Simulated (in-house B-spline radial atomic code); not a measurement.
## RPA and G0W0 on PBEsol: the mercury ion Hg⁷⁺

Configuration [Xe] 4f14 5d5, highest spin, mean-field start PBEsol. Computed with an all-electron radial atomic-structure program (B-spline basis): all electrons, scalar-relativistic (spin-free one-electron X2C), finite nucleus, each spin shell either full or empty, empty states to l = 9 with an (l + 1/2)⁻⁴ tail; G0W0 by contour deformation at full frequency.

Without the two-electron picture change, the correlation of inner shells comes somewhat too large for so heavy an element.

Command:
```bash
python run_gw.py task.json out
```
Settings (radii: box in bohr, nucleus in fm):
```
Z                        80
electrons                73
configuration            [Xe] 4f14 5d5
hamiltonian              x2c
method                   pbesol
lmax                     9
rms_radius               5.4648
spin_polarised           True
box_radius               8.41
intervals                65
```

Cost of the run: 7 s on 1 thread of Arm Neoverse V2 (shared host).

Energies (hartree):

| term | value |
| --- | --- |
| mean-field total | -19607.28436 |
| Hartree-Fock functional on these orbitals | -19607.59215 |
| direct second order | -7.5056 |
| second-order exchange | 1.8785 |
| SOSEX correction | 1.7787 |

Question: What is the RPA correlation energy, and what remains with SOSEX?

Answer: RPA gives -6.6463 hartree (-2.48 eV per electron); RPA + SOSEX gives -4.8676, and the second-order doubles -5.6271 hartree (no singles). RPA lacks exchange-type terms and so overcorrelates at short range.

Quasi-particle levels (eV):

| level | occupied | mean field | Σx - vxc | Σc | QP weight | G0W0 |
| --- | --- | --- | --- | --- | --- | --- |
| 5d up | yes | -108.39 | -9.28 | ? | ? | ? |
| 5p down | yes | -167.24 | -10.40 | -0.40 | 0.957 | -178.04 |
| 4f down | yes | -202.86 | -24.77 | 7.05 | 0.925 | -220.59 |
| 5d down | no | -103.44 | 10.88 | -3.48 | 0.967 | -96.04 |

G0W0 = mean field + (Σx - vxc) + Σc, with Σc (partial-wave tail included) taken at the quasi-particle energy. Only the outer levels were computed. Levels of low weight are left out.

Question: Where does G0W0 put 5d up?

Answer: At -118.04 eV, with Σc = -0.37 eV and a quasi-particle weight of 0.967. The tabulated removal energy is 113.9 ± 2.1 eV (NIST, tabulated theory); the calculation leaves out spin-orbit coupling, Breit and QED terms, and what these don't explain is the method's own error.
